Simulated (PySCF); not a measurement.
SMILES Cl[Si]([Si]([Si](Cl)(Cl)Cl)Cl)(Cl)Cl (Cl7Si3), doublet, PBE0/def2-SVP optimised geometry. Atoms within 1.6 Å of the plane z = 1.2 Å (x, y, z in Å): Cl1 (2.43, -1.10, 0.00), Si2 (0.36, -1.10, 0.00), Si3 (-0.41, 1.10, 0.00), Cl4 (-0.06, 1.98, 1.82), Cl6 (-2.43, 1.02, -0.34).

Level of theory: PySCF 2.14.0 with unrestricted PBE0/def2-TZVP.

Map of the deformation density (molecule minus spherical neutral atoms) (e/bohr³) on the plane z = 1.2 Å:

```
|:::::::::::::::::::::::::::::|
|:::::::::::::::::::::::::::::|
|:::::::::::::::::::::::::::::|
|::::::::::.......::::::::::::|
|::::::::....:::::..::::::::::|
|:::::::....:::::::..:::::::::|
|::::::.....::---::..:::::::::|
|::::::.....:-----:...::::::::|
|:::::......-++=--:...::::::::|
|:::::......-#@%+-:....:::::::|
|::::::.....:+%%+:.....:::::::|
|::::::....  :==:......:::::::|
|::::::....   ..........::::::|
|::::::....    .........::::::|
|::::::....  ..... ....:::::::|
|::::::..........  ...:::..:::|
|::::::.......::.  ..::::...::|
|::::::.......:::. ..::::...::|
|:::::::.....::-:....::::...::|
|:::::::.....::-:.....:::...::|
|:::::::.....::::.....:::..:::|
|::::::::.....:::......:::::::|
|::::::::..............:::::::|
|:::::::::.............:::::::|
|::::::::::...........::::::::|
|:::::::::::........::::::::::|
|:::::::::::::::::::::::::::::|
|:::::::::::::::::::::::::::::|
|:::::::::::::::::::::::::::::|
```
Scale: ten equal steps from -0.006 (start of ' ') to 0.024 (end of '@'), in the order ' .:-=+*#%@'; x runs from -4.50 to 4.50, y from -4.50 (bottom) to 4.50 (top).
